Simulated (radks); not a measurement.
Values are calculated unless marked as measured or tabulated.
Coulomb parameter of the 5d shell of neutral tungsten in the model configuration [Xe] 4f14 5d2.5 6s2 6p1.5, as a second difference U = [E(n + 0.5) + E(n - 0.5) - 2 E(n)] / (0.5)^2 with all orbitals relaxed. "Bare": the charge of the atom changes with n. "Screened": the 6p shell takes up the change at fixed total charge, which measures U(5d,5d) + U(6p,6p) - 2 U(5d,6p). Level of theory: scalar-relativistic Kohn-Sham, LDA (Slater exchange, Perdew-Wang correlation), spin-unpolarised, spherical densities, finite nucleus; Fermi nuclear charge, rms radius 5.3658 fm (a radial shooting solver on a logarithmic mesh with Libxc functionals).

case                       configuration  E - E(n) (eV)
start          [Xe] 4f14 5d2.5 6s2 6p1.5          0.000
bare +0.5        [Xe] 4f14 5d3 6s2 6p1.5         -3.487
bare -0.5        [Xe] 4f14 5d2 6s2 6p1.5          5.624
screened +0.5      [Xe] 4f14 5d3 6s2 6p1         -2.776
screened -0.5      [Xe] 4f14 5d2 6s2 6p2          3.288

U(bare) = 8.547 eV, U(screened by 6p) = 2.050 eV, against the Slater integral F0(5d,5d) = 13.208 eV with frozen orbitals. The step up makes a negative ion, whose loosely bound charge lowers the bare value.
